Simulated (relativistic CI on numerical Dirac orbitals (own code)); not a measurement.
Computed by Dirac-Coulomb-Breit CI, separate exchange-only KLI orbitals for each configuration, QED by a radiative potential, unscaled Slater integrals (own radial code, finite nucleus).

The strongest absorption lines from the ground level of an ion, among the configurations computed and to levels below about 777 eV (vacuum wavelength in Å, gf): 32.654 (1), 32.966 (3.2), 33.549 (1.1), 35.588 (1.7), 45.206 (3.9), 49.264 (0.98), 50.950 (1.6), 52.660 (0.76).

Problem. Which ion is it?
A. Th LIV
B. W XXXVIII
C. Pb XLVIII
D. Pb XLVI

Solution. D. Pb XLVI has 37 electrons and the ground level 4s²4p⁶4d ²D3/2; the strongest line goes to 4s²4p⁶4f ²F°5/2. The pattern of lines fixes the number of electrons, and along that sequence the line energies rise steadily with the charge (about as its square where n changes within one kind of shell, about linearly where n is kept but much faster in heavy ions where fine structure, which grows about as Z⁴, sets the gap, and irregularly where shells cross), which fixes Z. Configurations outside the model, such as inner-shell arrays, can give stronger lines. At this charge energies of transitions that change n are usually good to better than 1 %, and those within a shell (Δn = 0) to a few per cent.

LS names give the leading component of a level, which can be under half, so a name can repeat, a term be missing and a line seem to break the LS rules.
